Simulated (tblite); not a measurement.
BH₇O₃Si₃.
Geometry (GFN2-xTB, Å), atoms numbered from 1 in this order:
```xyz
14
BH7O3Si3 angstrom
B      2.6687    0.1140   -0.0623
Si     1.0585    0.1234    1.0411
O      0.0843    1.3679    0.5820
Si    -1.4297    1.3803    0.0058
O     -1.9694   -0.1461   -0.1310
Si    -1.2678   -1.5580    0.2617
O      0.2300   -1.2804    0.8131
H      2.6473    0.0107   -1.2264
H      3.7190    0.2130    0.4395
H      1.0631    0.2523    2.5070
H     -2.2698    2.0427    0.9912
H     -1.3638    1.9220   -1.3431
H     -1.1320   -2.3129   -0.9750
H     -2.0391   -2.1294    1.3541
```

Level: GFN2-xTB in tblite, geometry and Hessian alike; calculated harmonic values, unscaled, isolated species. This tight-binding method is rough: wavenumbers can miss measured ones by several per cent, in bad cases by 10 to 20. Modes of hydrogen on boron and silicon can be 10 to 20 % off. One conformer, not necessarily the lowest.

Harmonic wavenumbers (cm⁻¹): 59.3, 74.5, 85.2, 109.9, 149.8, 223.2, 263.1, 266.1, 401.3, 577.9, 583.3, 585.0, 590.3, 603.5, 617.2, 637.1, 644.3, 663.6, 695.6, 709.9, 766.7, 774.4, 792.3, 795.1, 817.9, 930.5, 1033.7, 1040.1, 1188.8, 2188.1, 2312.2, 2320.3, 2335.2, 2339.7, 2654.5, 2689.3.

A = 2209, B = 1500, C = 1007 MHz; mass 149.980 u (most abundant isotopes); point group Cs, symmetry number 1.

Problem. What is the zero-point energy?

Solution. Half the sum of the wavenumbers: 16759 cm⁻¹ = 47.92 kcal/mol.

Problem. Entropy at 350 K, 1 bar (ideal gas, RRHO, classical rotation)?

Solution. Translation 41.75, rotation 29.43, vibration 35.77: S = 107.0 cal/(mol K).

Problem. And Cp and H(350 K) − H(0)?

Solution. Cp = 44.27 cal/(mol K), of which vibrations give 36.32 (their classical limit is 36 R = 71.5); H(350 K) − H(0) = 9.35 kcal/mol without the zero-point energy, 6.57 from vibrations.

Problem. Blend soft modes into free rotors: weight 1/[1 + (100 cm⁻¹/ν̃)⁴] for the oscillator and the rest for a rotor with moment μB/(μ + B), μ = h/(8π²ν), B = 10⁻⁴⁴ kg m². What vibrational entropy results?

Solution. 32.93 cal/(mol K) in place of 35.77, which changes −T·S at 350 K by +0.99 kcal/mol.

Problem. What must be added to the electronic energy to get the Gibbs energy at 350 K and 1 bar?

Solution. ZPE + [H(350 K) − H(0)] − T·S = 47.92 + 9.35 − 37.43 = 19.84 kcal/mol.

Problem. How do the functions run with temperature in this model?

Solution. 
```
 T (K)  S (cal/(mol K))  Cp (cal/(mol K))  H − H(0) (kcal/mol)  G − H(0) (kcal/mol)  ln q(vib)
   150             78.8              23.9                 2.41                -9.41       3.13
   250             93.6              35.1                 5.36               -18.04       5.84
298.15            100.2              39.9                 7.17               -22.71       7.15
   400            113.1              47.8                11.65               -33.59       9.90
   600            134.5              57.4                22.26               -58.42      15.02
   900            159.4              65.4                40.80              -102.68      21.81
```

q(vib) and H(0) count from the zero-point level.

Problem. Which modes carry the vibrational entropy at 350 K?

Solution. 59.3 cm⁻¹: 4.80; 74.5 cm⁻¹: 4.35; 85.2 cm⁻¹: 4.08; 109.9 cm⁻¹: 3.58; 149.8 cm⁻¹: 2.98; 223.2 cm⁻¹: 2.23 cal/(mol K); the other 30 give 13.75 together.

Hindered rotation and anharmonicity are outside this model. Other conformers, if any are populated, would add a mixing term that is left out.
